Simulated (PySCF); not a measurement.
Input for PySCF: R-BP86/6-31G* on H8SSi2 (a complex), monomers drawn apart or pushed together.

```python
from pyscf import gto, scf, dft, mp
from pyscf.data.elements import chemcore

mol = gto.M(
    atom='''
    S     0.11707214   -0.62044738    0.19740103
    H     0.56597115    0.62354368   -0.03293470
    H    -1.16582462   -0.24740611    0.06577021
    Si    1.28329346    0.53626850    6.56851587
    Si   -0.95630803    1.23558979    6.41204406
    H     2.13058038    1.25453695    5.58678299
    H     1.40087693   -0.92060516    6.32823001
    H     1.81253248    0.82759606    7.92565891
    H    -1.44456334    1.70391600    7.73449100
    H    -1.83517344    0.12873862    5.96573726
    H    -1.09265112    2.35980329    5.45379092
    ''',
    basis='6-31g*',
    cart=True,
    charge=0, spin=0, verbose=3, max_memory=1800)
mf = dft.RKS(mol, xc='b88,p86')
mf.conv_tol = 1e-8
mf.max_cycle = 100
mf.kernel()
if not mf.converged:
    mf = mf.newton().run(mf.mo_coeff, mf.mo_occ)
```

Q: Give the final energy of this run.

A: -981.9974 hartree.
